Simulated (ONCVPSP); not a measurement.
Lu: one change to an ONCV potential, before and after

| Item | Value |
| --- | --- |
| Element | lutetium |
| Generator | ONCVPSP 4.0.1 |
| Type | optimised norm-conserving Vanderbilt (ONCV) |
| Functional | LDA (Perdew-Wang 92) |
| Relativity | scalar-relativistic |
| Frozen core | [Kr] |
| Valence charge | 35 |
| Reference configuration | 4d10 4f14 5s2 5p6 5d1 6s2 |
| Partial waves | 5s+6s: rc 1.95 bohr, ncon 4, nbas 9, qcut 5.4 1/bohr, 2 projectors; 5p: rc 1.30 bohr, ncon 4, nbas 8, qcut 6.3 1/bohr, 3 projectors, debl 1.3 Ha; 4d+5d: rc 0.70 bohr, ncon 3, nbas 7, qcut 18.8 1/bohr, 2 projectors; 4f: rc 0.70 bohr, ncon 4, nbas 9, qcut 20.1 1/bohr, local |
| Local potential | the f channel |
| Core correction | Teter function, fcfact 5.5, rcfact 1.55 |

All-electron outer shells of the reference configuration (LDA (PZ), scalar-relativistic, ld1.x):

```csv
shell,level (eV),outermost node (bohr),outermost maximum (bohr)
4p,-357.47,0.25,0.47
4d,-191.71,0.23,0.48
5s,-61.19,0.57,1.04
5p,-31.78,0.61,1.19
4f,-9.81,–,0.47
6s,-4.81,1.41,3.00
5d,-1.92,0.68,1.84
```

Change: s: rc 1.84.

Cutoffs: the cutoffs (Ha) at which the residual kinetic energy of the hardest occupied pseudo-wave falls to 1 and 0.1 mHa per electron; they do not see the model core or the augmentation charge, which bear on the density cutoff. Errors are all-electron minus pseudo energies relative to the spin-unpolarised reference configuration.

Q: What does the change do?

A: The potential gets neither clearly harder nor softer (247 Ha and 689 Ha → 247 Ha and 689 Ha); both files keep a bound ghost (p, s); the errors of the 3 common tests hardly move.

| quantity | base | changed |
| --- | --- | --- |
| cutoff, loose | 247 Ha | 247 Ha |
| cutoff, tight | 689 Ha | 689 Ha |
| loose cutoff by channel | s 11 Ha, p 55 Ha, d 144 Ha, f 247 Ha | s 12 Ha, p 55 Ha, d 144 Ha, f 247 Ha |
| bound ghosts | s, p | s, p |
| GHOST(+) flags under 300 eV | none | none |
| tests with a reliable result | 3 of 4 | 3 of 4 |
| error for 4d10 4f14 5s2 5p6 5d1 6s1, meV [ΔE 7.58 eV] | -1.9 | -1.9 |
| error for 4d10 4f14 5s2 5p6 5d1 6s0, meV [ΔE 21.14 eV] | -6.2 | -6.1 |
| error for 4d10 4f14 5s2 5p6 5d2 6s1, meV [ΔE 3.00 eV] | -6.9 | -6.9 |
| p: phases at 1.32 bohr within 0.05 rad from the reference energy up to (Ha; the scan ends near 5) | to the end of the scan | to the end of the scan |
| d: phases at 0.71 bohr within 0.05 rad from the reference energy up to (Ha; the scan ends near 5) | to the end of the scan | to the end of the scan |
| f: phases at 0.71 bohr within 0.05 rad from the reference energy up to (Ha; the scan ends near 5) | to the end of the scan | to the end of the scan |
| rms error of d²Exc/dni dnj with the model core, mHa | 1.86 | 1.75 |

 A true bound ghost makes a file unfit for plane-wave use even where its test errors are small: the radial tests pick states by their node count and pass the ghost by.
